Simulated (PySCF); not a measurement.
Gas-phase equilibrium of 1 mol AsH3, 19 mol H2 at 1000 K and 10.0 bar, among 7 species (As, AsH3, As2, H, H2, As4, AsH2). Only gases are allowed; each row takes one source of thermochemistry for all species, and Cantera finds the minimum.

Energies from PySCF, thermal terms from the rigid-rotor harmonic-oscillator model, ideal gas at 1 bar. † marks an energy on the PBE0/def2-TZVP geometry and frequencies; other levels use their own. CCSD(T) freezes the core. 6-31G* has spherical d functions here. Open shells (unrestricted) among the columns below: AsH2 (multiplicity 2); the rest are closed-shell singlets. B3LYP is the form with VWN-RPA correlation. As: all electrons, no relativistic terms. AsH2: computed as isolated molecules; such fragments, hydroxides, amides, oligomers or adducts are transient or little studied in the gas. CCSD(T) isn't extrapolated to the basis-set limit. The harmonic model lacks anharmonicity and excited electronic states, which grow with temperature; levels with a mode under 35 cm⁻¹ are left out.

Molecules larger than those listed are left out.

Mole fractions:

```csv
thermochemistry,x H2,x As4,x As2,x AsH3,x AsH2
B3LYP/6-31G*,0.99,0.012,0.00077,0.00014,4.8e-6
B3LYP/def2-TZVP†,0.99,0.011,0.0011,0.00018,5.7e-6
CCSD(T)/def2-TZVPP†,0.99,0.012,0.00029,9.7e-5,1.6e-6
PBE0/def2-TZVP,0.99,0.012,9.2e-6,0.00013,2.2e-6
LDA/def2-TZVP†,0.99,0.012,1.0e-6,0.00045,1.6e-7
ωB97X-V/def2-TZVP†,0.99,0.012,1.8e-5,0.00047,4.6e-6
```
The most sensitive of these is As2: it spans a factor of 10^3.0 over these rows; at this temperature one factor of ten is RT ln 10 = 19 kJ/mol.
